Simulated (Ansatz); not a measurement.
Relaxation of B10P10 (charge 0, singlet) with RKS PBE-D4/def2-SVP in Ansatz.

Positions (Å) and forces (eV/Å) at steps 15, 16, 17, 18, 19, 20, 21, 22, 23, 24, 25, 26, 27, 28, 29 of 29:

```xyz
20
step=15 energy=-99567.9389 eV
B    -1.887   -1.615    0.113   -0.024   -0.010   -0.012
B    -1.609    0.399    0.089    0.076   -0.040    0.015
B    -1.497    0.848    1.806   -0.035    0.023    0.058
B    -0.753    1.589   -0.878   -0.061   -0.092    0.114
B     0.517   -1.933   -0.574    0.097    0.048    0.031
B     0.725   -1.271    1.150   -0.146   -0.064   -0.047
B     1.626   -0.612   -0.391   -0.003   -0.127   -0.002
B     1.613    1.445   -0.970   -0.010    0.014   -0.014
B    -0.351    1.712    0.941    0.064    0.074   -0.021
B     2.001   -0.226    1.316    0.129    0.132    0.058
P    -2.619   -0.609   -1.265   -0.025    0.021   -0.029
P    -1.083   -2.443   -1.427   -0.063   -0.062   -0.030
P    -1.111   -1.054    1.741    0.035   -0.034   -0.037
P     0.353    1.668   -2.410    0.052   -0.035   -0.059
P    -3.060    1.523    0.995   -0.060    0.014   -0.006
P    -1.576    3.072    0.060    0.011    0.078   -0.020
P     2.037    0.055   -2.171   -0.035    0.061    0.005
P     1.744   -2.942    0.517   -0.051   -0.053   -0.024
P     3.341   -1.245    0.450    0.069    0.034   -0.007
P     1.586    1.638    0.911   -0.019    0.017    0.027
20
step=16 energy=-99567.9504 eV
B    -1.932   -1.584    0.071    0.027   -0.230    0.064
B    -1.584    0.350    0.149    0.028    0.104   -0.269
B    -1.505    0.871    1.831    0.005    0.083    0.056
B    -0.756    1.542   -0.821    0.034   -0.003   -0.066
B     0.529   -1.975   -0.597    0.058    0.064   -0.023
B     0.726   -1.260    1.095   -0.145    0.019    0.002
B     1.664   -0.688   -0.408    0.012   -0.207   -0.110
B     1.559    1.423   -0.943   -0.028    0.104    0.021
B    -0.346    1.765    0.985   -0.020   -0.035    0.073
B     1.987   -0.190    1.290    0.043   -0.066   -0.015
P    -2.588   -0.542   -1.307   -0.035    0.026    0.028
P    -1.097   -2.471   -1.420   -0.025    0.034    0.014
P    -1.114   -1.039    1.690   -0.026    0.029    0.118
P     0.299    1.586   -2.392    0.061    0.058   -0.085
P    -3.056    1.539    0.971    0.032   -0.099    0.054
P    -1.559    3.087    0.053    0.078   -0.056    0.041
P     2.023    0.052   -2.167   -0.017    0.009    0.058
P     1.785   -2.935    0.497   -0.044    0.001    0.035
P     3.371   -1.224    0.489   -0.036    0.112    0.008
P     1.595    1.692    0.934   -0.002    0.054   -0.004
20
step=17 energy=-99567.9680 eV
B    -1.933   -1.606    0.087   -0.003   -0.049   -0.011
B    -1.580    0.348    0.130    0.000    0.080   -0.109
B    -1.498    0.870    1.827   -0.025   -0.010   -0.012
B    -0.741    1.540   -0.834    0.057    0.025   -0.040
B     0.522   -1.970   -0.600   -0.045    0.012   -0.009
B     0.710   -1.255    1.097    0.036    0.070   -0.003
B     1.659   -0.689   -0.419   -0.003   -0.189   -0.002
B     1.570    1.444   -0.944   -0.063    0.049   -0.004
B    -0.339    1.758    0.985    0.035    0.010    0.049
B     1.981   -0.191    1.288   -0.063   -0.032   -0.049
P    -2.608   -0.566   -1.293    0.032   -0.039    0.105
P    -1.107   -2.478   -1.417    0.027    0.012    0.028
P    -1.120   -1.040    1.704   -0.005   -0.001    0.008
P     0.322    1.615   -2.405   -0.008   -0.012    0.061
P    -3.049    1.526    0.973   -0.013    0.007   -0.003
P    -1.546    3.076    0.059   -0.024    0.004   -0.018
P     2.032    0.069   -2.167    0.025    0.035    0.028
P     1.767   -2.929    0.508    0.018    0.017   -0.037
P     3.361   -1.217    0.486    0.005   -0.006    0.004
P     1.597    1.694    0.935    0.016    0.017    0.013
20
step=18 energy=-99567.9830 eV
B    -1.983   -1.655    0.137   -0.007    0.111    0.007
B    -1.576    0.341    0.088    0.080    0.063   -0.183
B    -1.500    0.877    1.789    0.114   -0.044    0.114
B    -0.681    1.562   -0.811    0.093   -0.339   -0.003
B     0.454   -2.004   -0.622    0.001    0.113    0.040
B     0.697   -1.270    1.072    0.001    0.373   -0.074
B     1.678   -0.841   -0.474   -0.232   -0.162    0.106
B     1.578    1.537   -0.909   -0.034   -0.079   -0.149
B    -0.328    1.827    1.031    0.136   -0.190    0.246
B     1.937   -0.171    1.214   -0.094    0.030    0.079
P    -2.675   -0.624   -1.231    0.001   -0.029   -0.003
P    -1.185   -2.574   -1.347   -0.015   -0.043   -0.134
P    -1.121   -1.032    1.701    0.091    0.102   -0.040
P     0.362    1.602   -2.386    0.125    0.089   -0.167
P    -3.042    1.521    0.916   -0.165    0.075    0.038
P    -1.529    3.087    0.051   -0.101    0.107   -0.031
P     2.145    0.144   -2.073   -0.184    0.243   -0.309
P     1.793   -2.896    0.406    0.281   -0.341    0.165
P     3.374   -1.174    0.485    0.017   -0.128    0.079
P     1.602    1.743    0.965   -0.107    0.048    0.220
20
step=19 energy=-99568.0190 eV
B    -1.984   -1.648    0.126    0.015    0.045    0.029
B    -1.561    0.331    0.092   -0.040    0.127   -0.120
B    -1.497    0.881    1.801   -0.017    0.007   -0.024
B    -0.666    1.541   -0.804    0.063   -0.093    0.001
B     0.461   -2.023   -0.623   -0.032    0.017    0.107
B     0.686   -1.249    1.052    0.111    0.089   -0.091
B     1.683   -0.866   -0.483   -0.048    0.074   -0.097
B     1.555    1.537   -0.910   -0.036   -0.030    0.023
B    -0.319    1.829    1.053   -0.010   -0.031    0.094
B     1.928   -0.162    1.209    0.066    0.000   -0.021
P    -2.663   -0.615   -1.242   -0.018   -0.022   -0.003
P    -1.182   -2.583   -1.351    0.011   -0.014   -0.045
P    -1.119   -1.018    1.690    0.005   -0.077    0.004
P     0.353    1.623   -2.402    0.046   -0.030    0.064
P    -3.043    1.519    0.919   -0.004    0.023    0.002
P    -1.519    3.078    0.052   -0.040    0.016    0.004
P     2.116    0.160   -2.103   -0.079    0.041    0.047
P     1.797   -2.913    0.436    0.093   -0.028    0.057
P     3.373   -1.182    0.509   -0.111   -0.047    0.046
P     1.602    1.758    0.979    0.026   -0.067   -0.078
20
step=20 energy=-99567.8418 eV rejected
B    -1.911   -1.654    0.080   -0.345   -0.117   -0.143
B    -1.666    0.355   -0.004    0.304   -0.271   -0.227
B    -1.514    0.874    1.758    0.364    0.095   -0.008
B    -0.569    1.522   -0.699   -0.371    0.049    0.014
B     0.455   -2.043   -0.534   -0.013   -0.439   -0.411
B     0.685   -1.132    0.951    0.009   -0.548    0.722
B     1.656   -0.874   -0.542    0.544    0.231    0.259
B     1.447    1.471   -0.890    0.217    0.346    0.121
B    -0.264    1.917    1.223   -0.221    0.068   -0.363
B     1.979   -0.144    1.166    0.037    0.089   -0.061
P    -2.695   -0.698   -1.292    0.238   -0.097    0.046
P    -1.100   -2.603   -1.391   -0.360   -0.157   -0.089
P    -1.083   -1.009    1.632   -0.247    0.337    0.338
P     0.294    1.633   -2.386   -0.068   -0.148   -0.065
P    -3.049    1.532    0.879   -0.325    0.219    0.194
P    -1.471    3.085    0.125    0.304   -0.036    0.188
P     2.033    0.156   -2.136    0.217    0.041   -0.223
P     1.766   -2.921    0.583   -0.236    0.185   -0.280
P     3.355   -1.240    0.512    0.217    0.088   -0.099
P     1.654    1.773    0.966   -0.265    0.064    0.088
20
step=21 energy=-99568.0289 eV
B    -1.960   -1.650    0.120   -0.040   -0.005    0.011
B    -1.595    0.355    0.053   -0.085   -0.095    0.042
B    -1.501    0.878    1.783   -0.077   -0.062    0.056
B    -0.653    1.544   -0.792    0.041    0.061   -0.036
B     0.458   -2.025   -0.593    0.092    0.009    0.006
B     0.697   -1.230    1.053    0.010   -0.065   -0.021
B     1.674   -0.840   -0.486   -0.038   -0.085   -0.035
B     1.540    1.526   -0.911    0.004    0.045    0.057
B    -0.314    1.831    1.076    0.101    0.096   -0.024
B     1.956   -0.168    1.211   -0.015    0.024    0.012
P    -2.669   -0.648   -1.256    0.005   -0.021   -0.003
P    -1.164   -2.587   -1.364   -0.005    0.025    0.025
P    -1.110   -1.015    1.685   -0.023    0.024   -0.030
P     0.344    1.637   -2.400    0.005   -0.043   -0.005
P    -3.052    1.533    0.923    0.018   -0.021    0.000
P    -1.513    3.083    0.072    0.044    0.010   -0.013
P     2.095    0.162   -2.115   -0.010   -0.009    0.011
P     1.791   -2.923    0.470   -0.039    0.066   -0.040
P     3.370   -1.207    0.500    0.020    0.010   -0.004
P     1.606    1.742    0.971   -0.007    0.037   -0.009
20
step=22 energy=-99568.0271 eV rejected
B    -1.979   -1.667    0.132   -0.024    0.004    0.018
B    -1.608    0.351    0.027   -0.004   -0.083   -0.004
B    -1.505    0.877    1.771    0.098    0.041   -0.030
B    -0.616    1.543   -0.773   -0.098   -0.042    0.047
B     0.436   -2.047   -0.592    0.061    0.016   -0.013
B     0.693   -1.222    1.032   -0.028   -0.075   -0.020
B     1.678   -0.905   -0.515    0.012    0.196   -0.004
B     1.533    1.562   -0.898    0.003   -0.027   -0.006
B    -0.300    1.867    1.117   -0.072    0.026   -0.008
B     1.943   -0.153    1.178    0.033   -0.002    0.017
P    -2.699   -0.679   -1.245    0.047    0.017   -0.024
P    -1.187   -2.627   -1.342   -0.019    0.004    0.023
P    -1.108   -1.009    1.673   -0.024    0.034   -0.029
P     0.353    1.637   -2.396    0.068   -0.033   -0.014
P    -3.049    1.538    0.903   -0.020    0.002    0.011
P    -1.494    3.086    0.075    0.061    0.008    0.037
P     2.121    0.194   -2.088   -0.049   -0.027    0.002
P     1.803   -2.917    0.451   -0.013   -0.042    0.014
P     3.372   -1.196    0.506   -0.009    0.006   -0.009
P     1.613    1.768    0.984   -0.024   -0.025   -0.008
20
step=23 energy=-99568.0353 eV
B    -1.978   -1.657    0.125   -0.018    0.014    0.004
B    -1.614    0.341    0.043   -0.025   -0.052   -0.063
B    -1.499    0.882    1.773   -0.047   -0.004    0.048
B    -0.646    1.534   -0.779    0.005    0.047    0.003
B     0.462   -2.032   -0.601    0.008   -0.014    0.001
B     0.695   -1.228    1.036   -0.023   -0.047    0.035
B     1.674   -0.851   -0.495    0.006   -0.023   -0.016
B     1.532    1.531   -0.897   -0.023    0.034   -0.006
B    -0.301    1.856    1.100    0.039    0.075   -0.004
B     1.950   -0.164    1.202    0.030   -0.020    0.004
P    -2.682   -0.671   -1.264    0.036   -0.004    0.014
P    -1.170   -2.603   -1.347   -0.007   -0.021   -0.014
P    -1.111   -1.008    1.674   -0.001    0.005   -0.025
P     0.342    1.626   -2.393    0.001    0.011    0.019
P    -3.048    1.544    0.910    0.004    0.000    0.045
P    -1.491    3.092    0.079    0.045   -0.067   -0.017
P     2.100    0.174   -2.107    0.008   -0.024    0.001
P     1.799   -2.919    0.461   -0.023    0.051   -0.022
P     3.372   -1.199    0.497    0.007    0.008    0.018
P     1.615    1.752    0.984   -0.023    0.030   -0.026
20
step=24 energy=-99568.0386 eV
B    -1.992   -1.664    0.124   -0.012    0.016    0.004
B    -1.632    0.333    0.021    0.017   -0.009   -0.042
B    -1.496    0.886    1.770    0.089    0.052   -0.076
B    -0.633    1.528   -0.765   -0.058   -0.024    0.031
B     0.457   -2.043   -0.602   -0.001    0.009   -0.020
B     0.690   -1.227    1.027    0.051    0.041    0.037
B     1.674   -0.866   -0.504   -0.002    0.017    0.040
B     1.520    1.541   -0.890   -0.015    0.012   -0.042
B    -0.286    1.888    1.132   -0.043   -0.010    0.037
B     1.948   -0.158    1.193   -0.058   -0.075   -0.015
P    -2.683   -0.696   -1.281    0.009   -0.013    0.008
P    -1.176   -2.629   -1.334    0.005    0.006   -0.006
P    -1.114   -1.002    1.660    0.020    0.004    0.002
P     0.338    1.624   -2.390    0.005    0.033    0.014
P    -3.043    1.551    0.908   -0.032    0.009    0.001
P    -1.471    3.093    0.087    0.015   -0.016    0.030
P     2.098    0.185   -2.100    0.023   -0.027   -0.017
P     1.804   -2.914    0.457    0.006   -0.011    0.016
P     3.373   -1.193    0.498   -0.003    0.002   -0.003
P     1.624    1.765    0.988   -0.017   -0.016    0.001
20
step=25 energy=-99568.0402 eV
B    -1.998   -1.667    0.126    0.007    0.017    0.002
B    -1.645    0.327    0.004    0.024    0.018   -0.038
B    -1.489    0.892    1.757    0.022    0.008   -0.047
B    -0.630    1.526   -0.757   -0.071   -0.042    0.012
B     0.459   -2.050   -0.603   -0.060   -0.010   -0.040
B     0.692   -1.227    1.023   -0.055   -0.035    0.033
B     1.673   -0.877   -0.508    0.048    0.087    0.029
B     1.510    1.548   -0.886    0.009   -0.014   -0.046
B    -0.277    1.909    1.153    0.017    0.024    0.024
B     1.942   -0.161    1.188    0.060    0.041    0.012
P    -2.688   -0.716   -1.289    0.007   -0.015    0.002
P    -1.176   -2.643   -1.326   -0.003    0.002   -0.001
P    -1.111   -0.994    1.651    0.001   -0.022    0.011
P     0.334    1.626   -2.386    0.001    0.041    0.011
P    -3.041    1.557    0.904   -0.036    0.006    0.002
P    -1.457    3.096    0.097   -0.006   -0.001    0.024
P     2.095    0.191   -2.096    0.021   -0.028   -0.004
P     1.807   -2.913    0.457    0.017   -0.037    0.031
P     3.374   -1.192    0.499   -0.008    0.004   -0.013
P     1.627    1.768    0.992    0.006   -0.043   -0.005
20
step=26 energy=-99568.0088 eV rejected
B    -1.998   -1.674    0.134    0.020    0.023   -0.139
B    -1.709    0.299   -0.070   -0.048    0.057    0.111
B    -1.468    0.923    1.692   -0.108   -0.003    0.097
B    -0.689    1.516   -0.749    0.195    0.198    0.063
B     0.458   -2.045   -0.602    0.069    0.010    0.013
B     0.692   -1.228    1.044    0.061    0.018   -0.024
B     1.662   -0.843   -0.486   -0.011   -0.085   -0.079
B     1.548    1.558   -0.907   -0.093   -0.021    0.131
B    -0.215    1.973    1.223   -0.127   -0.125   -0.202
B     1.958   -0.175    1.200    0.041    0.014    0.041
P    -2.701   -0.809   -1.330   -0.049   -0.094   -0.020
P    -1.165   -2.670   -1.319   -0.017   -0.002    0.054
P    -1.112   -0.964    1.640    0.039   -0.118   -0.034
P     0.328    1.676   -2.355   -0.011    0.006    0.021
P    -3.062    1.551    0.873    0.182    0.078    0.182
P    -1.426    3.100    0.185   -0.013   -0.028   -0.270
P     2.066    0.178   -2.113   -0.057   -0.042    0.005
P     1.791   -2.913    0.487   -0.016    0.055   -0.057
P     3.377   -1.205    0.477   -0.057   -0.004    0.038
P     1.663    1.753    0.978   -0.001    0.063    0.069
20
step=27 energy=-99568.0418 eV
B    -1.984   -1.663    0.125   -0.003   -0.003   -0.002
B    -1.651    0.328    0.001   -0.049   -0.035   -0.017
B    -1.486    0.896    1.747   -0.070   -0.074    0.062
B    -0.659    1.532   -0.768    0.037    0.006   -0.045
B     0.461   -2.038   -0.601    0.006   -0.004   -0.009
B     0.696   -1.231    1.043   -0.005   -0.013   -0.001
B     1.670   -0.850   -0.491    0.000   -0.034   -0.012
B     1.534    1.540   -0.900   -0.019    0.001    0.036
B    -0.273    1.899    1.140    0.100    0.075    0.031
B     1.953   -0.169    1.204    0.017    0.022    0.011
P    -2.687   -0.723   -1.291   -0.011   -0.007   -0.016
P    -1.167   -2.629   -1.339    0.000    0.001    0.015
P    -1.111   -0.994    1.659    0.001    0.007   -0.022
P     0.337    1.649   -2.380   -0.007   -0.021   -0.002
P    -3.049    1.552    0.908    0.016    0.003    0.025
P    -1.468    3.095    0.110   -0.006    0.030   -0.049
P     2.083    0.173   -2.109   -0.005    0.013    0.005
P     1.797   -2.916    0.470   -0.006    0.018   -0.016
P     3.374   -1.201    0.492   -0.005    0.006    0.005
P     1.629    1.752    0.981    0.007    0.008    0.000
20
step=28 energy=-99568.0423 eV
B    -1.996   -1.659    0.121   -0.004   -0.065    0.034
B    -1.684    0.321   -0.024   -0.029   -0.040   -0.040
B    -1.472    0.896    1.730    0.014    0.054    0.057
B    -0.661    1.515   -0.759    0.035    0.042   -0.011
B     0.463   -2.042   -0.610    0.014   -0.008    0.011
B     0.694   -1.226    1.026   -0.008   -0.021    0.039
B     1.677   -0.858   -0.498   -0.023   -0.001   -0.012
B     1.515    1.532   -0.885    0.032    0.064    0.020
B    -0.255    1.940    1.175   -0.015   -0.066   -0.064
B     1.951   -0.166    1.201   -0.010   -0.015   -0.010
P    -2.704   -0.755   -1.311    0.006    0.024    0.009
P    -1.173   -2.657   -1.319    0.029    0.048   -0.008
P    -1.110   -0.991    1.646    0.008    0.033   -0.023
P     0.336    1.649   -2.373   -0.024   -0.018    0.027
P    -3.044    1.565    0.916    0.019   -0.002   -0.028
P    -1.447    3.099    0.114    0.001   -0.017    0.010
P     2.089    0.184   -2.105   -0.031   -0.021   -0.004
P     1.803   -2.911    0.467   -0.007   -0.006   -0.014
P     3.377   -1.195    0.497    0.005   -0.007   -0.002
P     1.642    1.761    0.991   -0.010    0.021    0.010
20
step=29 energy=-99568.0451 eV
B    -1.993   -1.665    0.124   -0.002   -0.002    0.005
B    -1.669    0.321   -0.014   -0.005    0.014   -0.012
B    -1.479    0.897    1.741   -0.012   -0.008    0.003
B    -0.656    1.523   -0.763   -0.013    0.000    0.004
B     0.462   -2.041   -0.605   -0.003   -0.002   -0.002
B     0.695   -1.230    1.036    0.018    0.006    0.008
B     1.672   -0.856   -0.495    0.000    0.000   -0.001
B     1.524    1.543   -0.891   -0.006   -0.002    0.001
B    -0.262    1.920    1.157    0.013    0.005    0.009
B     1.952   -0.167    1.202   -0.008   -0.010    0.001
P    -2.699   -0.742   -1.300    0.015   -0.006    0.007
P    -1.169   -2.642   -1.329   -0.008   -0.006   -0.006
P    -1.111   -0.992    1.651    0.001    0.007   -0.020
P     0.335    1.648   -2.376    0.011   -0.012    0.002
P    -3.044    1.560    0.909    0.006    0.004    0.010
P    -1.454    3.098    0.110    0.001   -0.010   -0.007
P     2.084    0.180   -2.104   -0.003    0.005   -0.001
P     1.801   -2.915    0.466   -0.009    0.011   -0.004
P     3.375   -1.198    0.494    0.004    0.004    0.002
P     1.637    1.759    0.988   -0.002    0.002    0.001
```
